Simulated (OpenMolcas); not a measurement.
**neutral vanadium: Racah parameters, the spin-orbit constant, worked from levels**

```
Program             : OpenMolcas 26.06
Basis               : ANO-RCC-VDZP [5s4p2d1f]
Scalar Hamiltonian  : DKH2, point nucleus
Active space        : 5 electrons in 6 orbitals (3d 4s)
State averaging     : 2S+1 = 6 even, 5 roots; 2S+1 = 4 even, 50 roots; 2S+1 = 2 even, 86 roots
Spin-orbit coupling : state interaction with AMFI integrals over the reference wave functions, term energies averaged over their components
```

Methods: CASSCF; SS-CASPT2, IPEA 0.25 Eh, imaginary shift 0.1 Eh (closed shells correlated: 3s 3p). Measured levels: NIST Handbook of Basic Atomic Spectroscopic Data.

**Racah parameters.** Above 4F, d3 has 4P at 15B, 2G at 4B + 3C and 2H at 9B + 3C. The first two fix B and C, and the third tests them; where it misses by thousands of cm-1, two parameters do not describe the configuration (Trees and configuration-interaction terms are left out) and B and C hang on the terms chosen. Term energies are centres of gravity, weighted by 2J + 1.

```
   Source     4P     2G    B     C   C/B  2H from B, C  2H found
   CASSCF  14235  10142  949  2115  2.23         14886     13868
SS-CASPT2  12963  11800  864  2781  3.22         16119     17784
```

Energies in cm-1. From CASSCF to SS-CASPT2, B changes by -9.0 % and C by +31.5 %.

**The spin-orbit constant.** For the Hund term 4F of d3, E(J) = (A/2) J(J+1) + constant and ζ = 2S·A = 3A. From J = 3/2 to J = 9/2 the energy changes by 10.5 A.

```json
{"Source": "CASSCF", "E(9/2) - E(3/2)": "495.2", "A": "47.2", "ζ": "141"}
{"Source": "SS-CASPT2", "E(9/2) - E(3/2)": "495.0", "A": "47.1", "ζ": "141"}
{"Source": "measured", "E(9/2) - E(3/2)": "553.0", "A": "52.7", "ζ": "158"}
```

All in cm-1. SS-CASPT2 is off by -10.5 % and CASSCF by -10.5 %. Both methods take the spin-orbit matrix elements from the reference wave functions, so the second can move ζ only through the term energies and any multistate remixing. Second-order mixing with other terms is absorbed into this ζ.

CASPT2 does not keep the components of a term degenerate, so their means are used; among the terms shown or strongly mixed into the levels shown the widest spread is 1700 cm-1 (3d3 4s2 4F, SS-CASPT2). Over all roots computed the reference weight is 0.86 to 0.92 in SS-CASPT2; the roots of lowest weight are the least certain, and an intruder state may touch them. Configurations are named by rounded mean occupations; where the s occupation lies near a half they are strongly mixed, a name can repeat and a true partner stay unpaired. Without dynamic correlation excited terms often stand tens of per cent too high (terms of higher spin than the ground term too low), and those without a measured partner can miss by more than the paired ones (holds for CASSCF). The lowest computed level is not the ground level that NIST lists (4F3/2) (holds for CASSCF). Some terms miss by over 15 % even with CASPT2, which points to a basis or an active space too small for the shells correlated (holds for SS-CASPT2). Computed and measured levels are paired by configuration, term and J; levels that our copy of the source lacks, or whose pairing is in doubt (as where it misses far off the trend of its configuration), stay unpaired and out of the deviations. Only configurations of the active space appear.
